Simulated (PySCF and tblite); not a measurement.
The numbers below are computed, except where a source is named.
C₇H₇FO, numbered as in [CH3:1][O:2][c:3]1[cH:4][cH:5][cH:6][c:7]([F:8])[cH:9]1.

Search: ETKDG and KDG, MMFF94s, GFN2-xTB, 90 starts; geometries at PBE0-D3(BJ)/def2-SVP. Weights use PBE0-D3(BJ)/def2-SVPD (IEF-PCM, chloroform) energies plus GFN2-xTB zero-point and thermal terms (modes under about 100 cm⁻¹ blended into free rotors). Symmetry numbers and mirror images are counted. Conformers within 3 kcal/mol (GFN2-xTB free energy) were kept, 8 at most. Run with PySCF (density fitting) and tblite.

Rotational constants are equilibrium values for the commonest isotopes; dipoles come from the energy level named and are polarised by its solvent model.

Torsions listed: C1–O2–C3–C4.

| conformer | shape | symmetry |
| --- | --- | --- |
| 1 | -179° | Cs |
| 2 | 0° | Cs |

Problem. Give the rotational constants and dipole components.

Solution. 
```tsv
conformer	A (MHz)	B (MHz)	C (MHz)	abs μa (D)	abs μb (D)	abs μc (D)	κ	Ic−Ia−Ib (u Å²)
1	2830	1286	889	1.62	0.22	0.02	-0.59	-3.3
2	3634	1112	856	2.85	2.01	0.00	-0.82	-3.2
```

Problem. Which type of transition is strongest for conformer 1?

Solution. a-type, since that component is clearly the largest; the top is asymmetric (κ = -0.59).
